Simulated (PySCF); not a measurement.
## Ionisation energy of Ta⁴⁵⁺ by level of theory

Ta⁴⁵⁺ [Ar] 3d10 (1S) → Ta⁴⁶⁺ [Ar] 3d9 (2D), as a difference of total energies. All numbers are calculated (PySCF 2.14, scalar relativity by spin-free X2C-1e, in an uncontracted even-tempered set (18 s from 9.6 bohr⁻², ratio 2.5; 13 p from 12 bohr⁻², ratio 2.5; 8 d from 12 bohr⁻², ratio 2.5; 4 f from 54 bohr⁻², ratio 2.7; 3 g from 81 bohr⁻², ratio 2.7)). Correlated levels: outer shells: [Ne] frozen; virtual orbitals above 40 to 60 times the deepest correlated orbital energy dropped. The calculations carry no spin-orbit coupling.

```json
{"method": "UHF", "ionisation energy (eV)": "3922.2"}
{"method": "LDA", "ionisation energy (eV)": "3919.6"}
{"method": "PBE", "ionisation energy (eV)": "3918.9"}
{"method": "PBE0", "ionisation energy (eV)": "3920.3"}
{"method": "r2SCAN", "ionisation energy (eV)": "3920.8"}
{"method": "TPSSh", "ionisation energy (eV)": "3918.5"}
{"method": "M06", "ionisation energy (eV)": "3921.9"}
{"method": "MP2 (outer shells)", "ionisation energy (eV)": "3923.9"}
{"method": "SCS-MP2 (outer shells)", "ionisation energy (eV)": "3923.6"}
```

A first-order spin-orbit estimate (lowest level to lowest level, LS coupling) adds -24.880 eV.

Breit and QED terms and the two-electron picture change are absent.

For comparison: 3898.7 ± 2.5 eV (measured; NIST Atomic Spectra Database, ionization energies).
